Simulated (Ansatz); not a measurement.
Gas-phase electronic energies from Ansatz, PBE0-D4/def2-TZVP geometries. CBS: MP2 limit from def2 TZ/QZ plus the TZ coupled-cluster correction, frozen cores. Functionals use def2-TZVPP. B3LYP here is the variant with VWN-RPA as its local correlation; programs differ in this. For Se outer-core shells are correlated without core-valence functions, which leaves a few kJ/mol of doubt a bond. Scalar relativity is left out up to krypton.

`CSC#[C][AlH2]` + `[SiH3][SeH]` → `[AlH2][Se][SiH3]` + `C#CSC`  (ligand exchange at the Al–C bond)

| level | ΔE (kJ/mol) |
| --- | --- |
| PBE0-D4 | -58.8 |
| ωB97X-V | -56.7 |
| PBE | -51.9 |
| B3LYP | -47.6 |
| CCSD/def2-TZVPP | -56.0 |
| MP2/def2-QZVPP | -61.0 |
| SCS-MP2/def2-QZVPP | -57.6 |
| CCSD/CBS(def2) | -60.7 |

Task: What does CCSD(T)/CBS give? (Estimate.)

Result: Ansatz gave: -60.0 kJ/mol. The listed levels differ from it by 1.2, 3.3, 8.1, 12.4, 4.0, -1.0, 2.4, -0.7 kJ/mol.

Largest T1 diagnostic among the species: 0.013.

From PBE to PBE0 (25 % exact exchange), in def2-TZVPP and without D4, ΔE moves by −5.0 kJ/mol. The D4 term adds −3.8 kJ/mol with B3LYP and −1.9 kJ/mol with PBE0; it sums over pairs of atoms, weighted by their polarisabilities, and B3LYP, whose exchange is more repulsive, gets the larger term.
